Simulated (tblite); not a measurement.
Species: C4H6F2O.
Z-matrix (Å and degrees, GFN2-xTB geometry), rows numbered from 1:
```
F 
C   1  1.3524
F   2  1.3555  1  106.15
C   2  1.5304  1  112.05  3  -120.56
C   4  1.5330  2  116.80  1    28.40
C   5  1.5316  4   84.63  2  -112.93
O   4  1.4233  2  111.53  1   -75.15
H   2  1.1001  1  108.03  3   116.28
H   4  1.0968  2  107.43  1   161.43
H   5  1.0857  4  114.50  2   131.70
H   5  1.0861  4  114.94  2     2.63
H   6  1.0922  5  115.41  4   112.06
H   6  1.0917  5  116.20  4  -116.92
```

Method: GFN2-xTB as coded in tblite; computed harmonic values from a numerical Hessian at the method's own geometry, unscaled. This tight-binding method is rough: wavenumbers can miss measured ones by several per cent, in bad cases by 10 to 20. One conformer, not necessarily the lowest.

Harmonic wavenumbers (cm⁻¹): 48.2, 88.9, 223.9, 252.7, 388.0, 504.6, 612.0, 788.5, 803.3, 891.7, 987.4, 1020.0, 1036.4, 1056.9, 1087.2, 1098.5, 1116.9, 1133.8, 1157.6, 1210.9, 1227.4, 1250.1, 1261.6, 1274.5, 1302.3, 1453.2, 1475.2, 2910.6, 2911.2, 2950.7, 2968.9, 3044.2, 3045.0.

A = 5291, B = 1872, C = 1798 MHz; mass 108.039 u (most abundant isotopes); point group C1, symmetry number 1.

**Question.** Zero-point energy?

**Answer.** Half the sum of the wavenumbers: 21291 cm⁻¹ = 60.87 kcal/mol.

**Question.** Give the ideal-gas entropy at 298.15 K and 1 bar in the rigid-rotor, harmonic-oscillator model (classical rotation).

**Answer.** Translation 39.97, rotation 27.29, vibration 15.72: S = 83.0 cal/(mol K).

**Question.** And Cp and H(298.15 K) − H(0)?

**Answer.** Cp = 24.95 cal/(mol K), of which vibrations give 17.00 (their classical limit is 33 R = 65.6); H(298.15 K) − H(0) = 4.79 kcal/mol without the zero-point energy, 2.42 from vibrations.

**Question.** Blend soft modes into free rotors: weight 1/[1 + (100 cm⁻¹/ν̃)⁴] for the oscillator and the rest for a rotor with moment μB/(μ + B), μ = h/(8π²ν), B = 10⁻⁴⁴ kg m². What vibrational entropy results?

**Answer.** 14.05 cal/(mol K) in place of 15.72, which changes −T·S at 298.15 K by +0.50 kcal/mol.

**Question.** Which modes carry the vibrational entropy at 298.15 K?

**Answer.** 48.2 cm⁻¹: 4.89; 88.9 cm⁻¹: 3.68; 223.9 cm⁻¹: 1.93; 252.7 cm⁻¹: 1.71; 388.0 cm⁻¹: 1.01; 504.6 cm⁻¹: 0.65 cal/(mol K); the other 27 give 1.85 together.

Hindered rotation and anharmonicity are outside this model. Other conformers, if any are populated, would add a mixing term that is left out. The structure is chiral; the term R ln 2 for an equal mix with its mirror image is left out.

Time: 0.26 s of wall time. Hardware: one thread, Arm Neoverse V1 (aarch64), shared host with 32 logical CPUs at a one-minute load of 17. The figure is for the frequency step alone.
